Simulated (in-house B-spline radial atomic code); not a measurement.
Computed with a B-spline radial atomic code. Model: two electrons, singlet ground state, non-relativistic, full CI in B-splines with partial waves to l = 8 (at full coupling up to 3e-4 hartree above the limit, correlation up to 0.6 % small), density held at that of full coupling by Lieb maximisation.

W(λ) is the mean repulsion in the state of coupling λ less the Hartree energy of the fixed density. Its start is exact exchange, its initial slope is twice the second-order Görling-Levy correlation energy, and its area from 0 to 1 is E_xc. A straight curve means weak, dynamic correlation, and a curve that drops fast and flattens means strong correlation.

Command:
```bash
python run_ac.py task.json out
```
Settings (lengths in bohr, energies in hartree):
```
potential              coulomb
strength               0.729
lmax                   8
wall_radius            5.42
```

Cost of the run: 2.5 s on 1 thread of Intel(R) Xeon(R) Processor @ 2.30GHz, with other jobs on the host.

**W = mean repulsion less Hartree energy, and W of three functionals.**

Given: confinement point charge; nuclear charge 0.729; hard wall radius 5.42 bohr; external potential -Z/r.

Computed: LDA exchange minus exact 57.887 millihartree; SCAN exchange minus exact 0.53502 millihartree.

| coupling | W xc (hartree) | W xc minus exchange (millihartree) | kinetic minus Kohn-Sham (millihartree) | LDA (PW92) W minus its exchange (millihartree) | PBE W minus its exchange (millihartree) | SCAN W minus its exchange (millihartree) |
| --- | --- | --- | --- | --- | --- | --- |
| 0 | -0.40259 | 0 | 0 | 0 | 0 | 0 |
| 0.02 | -0.40447 | -1.88 | 0.02 | -9.79 | -2.29 | -1.87 |
| 0.05 | -0.40721 | -4.616 | 0.11 | -19.26 | -5.7 | -4.54 |
| 0.12 | -0.41323 | -10.635 | 0.62 | -35.15 | -13.27 | -10.34 |
| 0.25 | -0.4232 | -20.613 | 2.45 | -55.75 | -25.77 | -19.9 |
| 0.4 | -0.4331 | -30.507 | 5.65 | -73.07 | -38.04 | -29.42 |
| 0.6 | ? | ? | ? | ? | ? | ? |
| 0.8 | -0.45338 | -50.787 | 17.57 | -104.29 | -62.96 | -49.36 |
| 1 | -0.46115 | -58.561 | 24.54 | -115.5 | -72.53 | -57.21 |
| 1.4 | ? | ? | ? | ? | ? | ? |
| 2 | -0.48703 | -84.437 | 61.96 | -152.01 | -105.21 | -84.28 |
| 3 | -0.50178 | -99.186 | 98.25 | -173.27 | -124.93 | -100.22 |
| 4.5 | -0.51516 | -112.57 | 147.54 | -193.52 | -144.02 | -114.62 |
| 7 | -0.52774 | -125.14 | 218.27 | -213.89 | -163.43 | -127.52 |
| 10 | -0.53634 | -133.75 | 290.34 | -228.8 | -177.74 | -135.53 |

Problem. What belongs in the row 0.6?

Solution. W xc (hartree): -0.44417; W xc minus exchange (millihartree): -41.581; kinetic minus Kohn-Sham (millihartree): 11.15; LDA (PW92) W minus its exchange (millihartree): -90.59; PBE W minus its exchange (millihartree): -51.66; SCAN W minus its exchange (millihartree): -40.22.

Problem. What belongs in the row 1.4?

Solution. W xc (hartree): -0.47357; W xc minus exchange (millihartree): -70.978; kinetic minus Kohn-Sham (millihartree): 39.33; LDA (PW92) W minus its exchange (millihartree): -133.05; PBE W minus its exchange (millihartree): -88; SCAN W minus its exchange (millihartree): -70.03.

Problem. What is the PBE exchange minus exact?

Solution. 13.922 millihartree.

**Energy parts, natural occupations and partial-wave weights.**

Computed: exchange energy -0.40259 hartree; correlation energy -0.034018 hartree; kinetic part of the DFT correlation energy 0.024543 hartree; kinetic part over minus potential part 0.41911; Hartree energy 0.80518 hartree; Kohn-Sham kinetic 0.43718 hartree; Lieb Oxford ratio E_xc over LDA exchange 1.2666.

```json
{"natural": "s", "occupation of the shell (electrons)": "1.9345"}
{"natural": "p", "occupation of the shell (electrons)": "0.051012"}
{"natural": "s", "occupation of the shell (electrons)": "0.012517"}
{"natural": "d", "occupation of the shell (electrons)": "0.0011166"}
{"natural": "p", "occupation of the shell (electrons)": "?"}
{"natural": "f", "occupation of the shell (electrons)": "0.00012252"}
```

Problem. What belongs in the row p?

Solution. occupation of the shell (electrons): 0.00047379.

| wave | weight |
| --- | --- |
| s | 0.97356 |
| p | ? |
| d | 0.00059249 |
| f | 6.9141e-05 |
| g | 1.4905e-05 |

Problem. What belongs in the row p?

Solution. weight: 0.025756.

Problem. What is the total energy?

Solution. -0.1008 hartree.

Problem. What is the initial slope twice GL2?

Solution. -0.09511 hartree.

Half-way to full coupling W has made 62 % of its drop, against 50 % for a straight line, and second-order (GL2) theory, half the initial slope, overshoots the correlation energy by about 40 %: a marked bend. Over couplings 0 to 1 the errors in E_xc come to about +16 millihartree for LDA, +5.7 millihartree for PBE, +1.6 millihartree for SCAN, so SCAN is nearest. In LDA and PBE the errors of exchange and correlation have opposite signs, so the sum is smaller than the larger of the two.
